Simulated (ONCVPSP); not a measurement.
**titanium (Ti): ONCV pseudisation with PBE, scalar-relativistic reference atom.**

* Element: Ti (Z = 22)
* Generator: ONCVPSP 4.0.1
* Type: optimised norm-conserving Vanderbilt (ONCV)
* Functional: PBE
* Relativity: scalar-relativistic
* Frozen core: [Ar]
* Valence charge: 4
* Reference configuration: 3d3 4s1
* Partial waves: 4s: rc 3.20 bohr, ncon 3, nbas 8, qcut 1.7 1/bohr, 2 projectors, debl 1.7 Ha; p scattering state at 0.03 Ha: rc 3.25 bohr, ncon 3, nbas 7, qcut 2.8 1/bohr, 2 projectors, debl 1.3 Ha; 3d: rc 1.55 bohr, ncon 4, nbas 8, qcut 11.6 1/bohr, 1 projector
* Local potential: polynomial inside 1.45 bohr (lpopt 2, dvloc0 1 Ha)
* Core correction: Teter function, fcfact 2.25, rcfact 1.1

In the p channel the program set the typed energies aside and used 0.050, 1.350 Ha.

All-electron outer shells of the reference configuration (PBE, scalar-relativistic, ld1.x):

```tsv
shell	level (eV)	outermost node (bohr)	outermost maximum (bohr)
3p	-35.70	0.37	0.90
4s	-3.73	1.26	3.07
3d	-1.92	–	1.02
```

Problem. Does the generator finish with these settings?

Solution. Yes, a potential is produced and its reference levels are reproduced.

Problem. Estimate the cutoffs (Ha) at which the residual kinetic energy of the hardest occupied pseudo-wave falls to 1 and 0.1 mHa per electron.

Solution. 42 Ha and 50 Ha.

Problem. What does a ghost test show?

Solution. No bound ghost flagged; GHOST(+) flagged for s at 48.0 eV, p at 72.7 eV.

Problem. Which valence shell sets the plane-wave cutoff?

Solution. 3d: 42 Ha for 1 mHa per electron, against 2 Ha for 4s.

Its largest configuration-test error is -77 meV (3d1 4s2). 1 of 4 tests not solved or not reliable.
